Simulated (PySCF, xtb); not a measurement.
B(CCH)(Cl)(OH) (C2H2BClO), SMILES C#CB(O)Cl. One conformer was computed; it need not be the lowest.

Harmonic wavenumbers (cm⁻¹) from GFN2-xTB (xtb 6.7.1) at its own minimum, in rising order: 117, 190, 308, 412, 493, 557, 588, 684, 701, 837, 1045, 1279, 2212, 3364, 3615.

Problem. What does PBE0-D3(BJ)/def2-SVP run with PySCF give at its own minimum? (An estimate is asked for; the answer gives what the named calculation found.)

Solution. 146, 224, 344, 467, 544, 619, 641, 722, 771, 931, 1181, 1409, 2198, 3476, 3896. Paired by order, the mean absolute difference is 80 cm⁻¹ and the zero-point energies are 23.5 and 25.1 kcal/mol.
